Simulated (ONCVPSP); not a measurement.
# Transferability test, ONCV potential for hafnium (Hf)

```json
{
  "Element": "hafnium (Hf)",
  "Generator": "ONCVPSP 4.0.1",
  "Type": "optimised norm-conserving Vanderbilt (ONCV)",
  "Functional": "PW91",
  "Relativity": "scalar-relativistic",
  "Frozen core": "[Kr] 4d10",
  "Valence charge": "26",
  "Reference configuration": "4f14 5s2 5p6 5d2 6s1.5 (charge +0.5)",
  "Partial waves": "5s+6s: rc 1.70 bohr, ncon 4, nbas 9, qcut 8 1/bohr, 2 projectors; 5p: rc 2.05 bohr, ncon 4, nbas 7, qcut 8 1/bohr, 3 projectors, debl 1.9 Ha; 5d: rc 2.50 bohr, ncon 4, nbas 8, qcut 6.4 1/bohr, 3 projectors, debl 1.2 Ha; 4f: rc 0.60 bohr, ncon 5, nbas 8, qcut 17.3 1/bohr, 2 projectors, debl 3.2 Ha",
  "Local potential": "polynomial inside 0.55 bohr (lpopt 5, dvloc0 0 Ha)",
  "Core correction": "Teter function, fcfact 2.5, rcfact 1.35"
}
```

Energies are relative to the spin-unpolarised reference configuration 4f14 5s2 5p6 5d2 6s1.5; without spin polarisation the order of configurations can differ from experiment.

```
valence configuration  charge  ΔE all-electron (eV)  error AE − PS (meV)
 4f14 5s2 5p6 5d2 6s2       0                -3.280                 +1.1
 4f14 5s2 5p6 5d2 6s1      +1                 4.752                 -1.6
 4f14 5s2 5p6 5d2 6s0      +2                18.974                 -6.8
 4f13 5s2 5p6 5d2 6s2      +1                22.116                  -44
```

Note: ghosts flagged at negative energy: s at -1224.2 eV, p at -337.5 eV; GHOST(+) flagged for d at 128.5 eV, s at 144.5 eV. A true bound ghost makes a file unfit for plane-wave use.
